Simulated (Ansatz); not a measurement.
`B1CCC1`, charge 0, multiplicity 1.

Question: Give a relaxed structure at PBE0-D4/def2-TZVP (Ansatz 0.2.0). (Estimate.)

Answer: Ansatz gave: 
```xyz
11

B     0.306    1.054   -0.100
C     1.137   -0.175    0.335
C    -0.194   -0.737   -0.298
C    -1.086    0.460    0.214
H     0.566    1.790   -1.008
H     1.135   -0.451    1.388
H     2.084   -0.418   -0.142
H    -0.492   -1.703    0.106
H    -0.157   -0.813   -1.385
H    -1.965    0.737   -0.362
H    -1.335    0.254    1.253
```
Point group Cs.
This is one stationary point; other conformers may exist.
